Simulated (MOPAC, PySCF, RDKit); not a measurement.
Dimer: C2H4Si (SMILES C#C[SiH3]) (first 7 atoms) with H2O (SMILES O); geometry from B3LYP-D3(BJ)/def2-TZVP, rigid monomers moved along the line of their centres of mass till C2···H10 is 2.15 Å.
(charge 0, multiplicity 1):
| atom | x (Å) | y (Å) | z (Å) |
|---|---|---|---|
| C | -1.5155 | 1.3785 | 0.7512 |
| C | -0.5633 | 0.7078 | 0.4358 |
| Si | 0.8795 | -0.3137 | -0.0554 |
| H | -2.3565 | 1.9734 | 1.0176 |
| H | 0.5357 | -1.7423 | 0.0640 |
| H | 1.2031 | 0.0114 | -1.4620 |
| H | 2.0292 | 0.0281 | 0.8051 |
| O | -0.0459 | -0.7089 | 2.9246 |
| H | 0.5392 | -0.0621 | 3.3326 |
| H | -0.6585 | -0.1857 | 2.3920 |

Interaction energies are E(AB) − E(A) − E(B) at the monomers' geometry in the complex; basis-set methods are counterpoise corrected. Rows marked so take none.

Rows in 3-21G, 6-31G* carry no dispersion term and start afresh at each structure (6-31G* with six Cartesian d functions). The state reached by PM7 isn't checked; PM7 holds dispersion and hydrogen-bond terms.

The values were computed with MOPAC for PM7 (differences of heats of formation); PySCF for 3-21G rows, 6-31G* rows; RDKit for the force fields. 

**Question.** One of these levels gives -4.33 kcal/mol for the interaction energy. Name it.
(A) PM7
(B) MMFF94
(C) B3LYP/3-21G (no counterpoise)
(D) BP86/6-31G* (no counterpoise)

**Answer.** D, BP86/6-31G* (no counterpoise). The others give 5.66 (MMFF94), 2.48 (PM7), -10.74 (B3LYP/3-21G (no counterpoise))
